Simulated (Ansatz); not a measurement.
Basis sets compared for SnCl2. Total charge 0; singlet. Geometry PBE-D4/def2-TZVP. Ansatz on 4 threads of Arm Neoverse N1 on a shared host; times are rough, and most runs start from earlier orbitals.

```xyz
3

Sn    0.466   -0.801   -0.456
Cl   -1.854   -0.347   -0.114
Cl    1.388    1.149    0.570
```

In the def2 sets Sn takes a core potential; there is no spin–orbit coupling.

Binding counts from free atoms (Sn triplet, Cl doublet) in the same basis, without a counterpoise term.

| level | functions | energy (Eh) | HOMO (eV) | LUMO (eV) | binding per atom (eV) | wall time |
| --- | --- | --- | --- | --- | --- | --- |
| PBE-D4/def2-SVP | 62 | -1134.1452 | -6.75 | -3.66 | 2.79 | 0.6 s |
| PBE-D4/def2-TZVP | 124 | -1134.4769 | -6.99 | -3.83 | 2.82 | 1.1 s |
| r2SCAN-D4/def2-TZVP (with forces) | 124 | -1134.8673 | -7.30 | -3.80 | 2.75 | 3.3 s |
| PBE0-D4/def2-SVP | 62 | -1134.2247 | -7.88 | -3.06 | 2.66 | 0.95 s |
| PBE0-D4/def2-TZVP | 124 | -1134.5522 | -8.07 | -3.19 | 2.71 | 2.2 s |

Problem. Estimate the rows for PBE-D4/def2-TZVPD, r2SCAN-D4/def2-TZVPD, PBE0-D4/def2-TZVPD.

Solution. 
```csv
level,functions,energy (Eh),HOMO (eV),LUMO (eV),binding per atom (eV),wall time
PBE-D4/def2-TZVPD,148,-1134.4787,-7.06,-3.89,2.82,1.6 s
r2SCAN-D4/def2-TZVPD,148,-1134.8686,-7.34,-3.83,2.75,3.7 s
PBE0-D4/def2-TZVPD,148,-1134.5537,-8.12,-3.23,2.71,2.5 s
```
